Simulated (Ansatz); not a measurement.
Harmonic frequencies (cm⁻¹) at PBE0-D4/def2-TZVP from Ansatz: 106, 119, 124, 193, 212, 232, 283, 288, 297, 389, 414, 671, 671, 708, 733.

Which molecule is it?
A. `[F][W]([F])([F])([F])([Cl])[Cl]`
B. `[O]=[W]([OH])([OH])=[S]`
C. `[O]=[W]([OH])([F])=[S]`
D. `[Cl][W]([Cl])([Cl])([Cl])([Cl])[Cl]`

A.
